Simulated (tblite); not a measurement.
C4H12OSi.
Cartesian coordinates in Å at the GFN2-xTB level; atoms count from 1:
```xyz
18
C4H12OSi angstrom
C      2.475    0.537   -0.091
O      1.110    0.259   -0.232
C      0.481   -0.178    0.954
C     -1.004   -0.258    0.640
C     -1.357   -1.593   -0.005
Si    -1.368    1.207   -0.534
H      3.033   -0.363    0.199
H      2.647    1.314    0.665
H      2.829    0.887   -1.059
H      0.899   -1.147    1.272
H      0.666    0.550    1.759
H     -1.565   -0.165    1.573
H     -0.756   -1.745   -0.899
H     -2.407   -1.615   -0.290
H     -1.170   -2.422    0.680
H     -0.757    2.426   -0.005
H     -0.937    0.924   -1.897
H     -2.828    1.387   -0.534
```

Level: GFN2-xTB in tblite, geometry and Hessian alike; calculated harmonic values, unscaled, isolated species. Errors from tens to a few hundred cm⁻¹ against measured bands are possible. Modes of hydrogen on silicon can be 10 to 20 % off. One conformer, not necessarily the lowest.

Harmonic wavenumbers (cm⁻¹): 67.8, 100.3, 139.1, 202.1, 223.7, 235.8, 255.8, 345.5, 354.7, 501.3, 559.4, 603.9, 695.1, 762.7, 805.7, 811.5, 934.1, 966.5, 973.0, 1015.2, 1099.7, 1127.8, 1132.4, 1148.4, 1167.8, 1213.8, 1255.4, 1316.2, 1345.5, 1406.2, 1414.0, 1469.7, 1489.9, 1500.3, 1506.7, 1514.3, 2197.2, 2262.2, 2309.5, 2832.3, 2869.1, 2892.3, 2916.4, 2945.1, 2990.3, 3024.9, 3026.8, 3038.0.

A = 3747, B = 1982, C = 1505 MHz; mass 104.066 u (most abundant isotopes); point group C1, symmetry number 1.

Task: What is the zero-point energy?

Result: ½Σν̃ = 32483 cm⁻¹ = 92.87 kcal/mol.

Task: What is S at 200 K and 1 bar for an ideal gas of classical rigid rotors and harmonic oscillators?

Result: Translation 37.88, rotation 26.56, vibration 15.13: S = 79.6 cal/(mol K).

Task: And Cp and H(200 K) − H(0)?

Result: Cp = 25.88 cal/(mol K), of which vibrations give 17.94 (their classical limit is 48 R = 95.4); H(200 K) − H(0) = 3.35 kcal/mol without the zero-point energy, 1.76 from vibrations.

Task: Blend soft modes into free rotors: weight 1/[1 + (100 cm⁻¹/ν̃)⁴] for the oscillator and the rest for a rotor with moment μB/(μ + B), μ = h/(8π²ν), B = 10⁻⁴⁴ kg m². What vibrational entropy results?

Result: 14.61 cal/(mol K) in place of 15.13, which changes −T·S at 200 K by +0.10 kcal/mol.

Task: How do the functions run with temperature in this model?

Result: 
```csv
T (K),S (cal/(mol K)),Cp (cal/(mol K)),H − H(0) (kcal/mol),G − H(0) (kcal/mol),ln q(vib)
50,55.1,11.6,0.46,-2.30,0.24
100,64.9,17.2,1.18,-5.31,1.06
298.15,91.5,34.5,6.30,-20.97,5.37
373.15,99.9,41.1,9.14,-28.15,7.04
500,113.4,51.3,15.02,-41.70,9.87
750,137.3,66.3,29.84,-73.11,15.34
1000,157.8,76.4,47.76,-110.05,20.51
```

q(vib) and H(0) count from the zero-point level.

Task: Which modes carry the vibrational entropy at 200 K?

Result: 67.8 cm⁻¹: 3.43; 100.3 cm⁻¹: 2.68; 139.1 cm⁻¹: 2.07; 202.1 cm⁻¹: 1.41; 223.7 cm⁻¹: 1.24; 235.8 cm⁻¹: 1.16 cal/(mol K); the other 42 give 3.13 together.

Task: What must be added to the electronic energy to get the Gibbs energy at 200 K and 1 bar?

Result: ZPE + [H(200 K) − H(0)] − T·S = 92.87 + 3.35 − 15.91 = 80.31 kcal/mol.

Hindered rotation and anharmonicity are outside this model. Other conformers, if any are populated, would add a mixing term that is left out. The structure is chiral; the term R ln 2 for an equal mix with its mirror image is left out.
